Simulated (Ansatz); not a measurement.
Basis sets compared for the cluster LiAg₆⁺. Total charge 1; singlet. Geometry r2SCAN-D4/def2-SVP. Ansatz on 4 threads of Arm Neoverse V1 on a shared host; times are rough, and most runs start from earlier orbitals.

```xyz
7

Li   -0.2659    1.4202   -0.5318
Ag    1.6355   -0.1011    0.5416
Ag    0.6667    1.1687    2.6737
Ag   -1.0760   -0.3164    1.3107
Ag   -2.8286   -0.7236   -0.6550
Ag   -0.2699   -1.1333   -1.2734
Ag    2.1381   -0.3146   -2.0656
```

In the def2 sets Ag takes a core potential; there is no spin–orbit coupling. Another isomer (singlet) lies 0.13 eV lower at PBE0-D4/def2-TZVP; other spin states weren't run for this one.

```csv
level,functions,energy (Eh),HOMO (eV),LUMO (eV),wall time
PBE-D4/def2-SVP,195,-889.3253,-9.13,-6.71,6 s
PBE0-D4/def2-SVP,195,-889.2071,-9.53,-5.92,10 s
```

(1) Estimate the rows for PBE-D4/def2-TZVP (with forces), PBE0-D4/def2-TZVP.

Answers

(1) 
```json
{"level": "PBE-D4/def2-TZVP (with forces)", "functions": "254", "energy (Eh)": "-889.5632", "HOMO (eV)": "-9.15", "LUMO (eV)": "-6.74", "wall time": "8 s"}
{"level": "PBE0-D4/def2-TZVP", "functions": "254", "energy (Eh)": "-889.4345", "HOMO (eV)": "-9.54", "LUMO (eV)": "-5.94", "wall time": "14 s"}
```
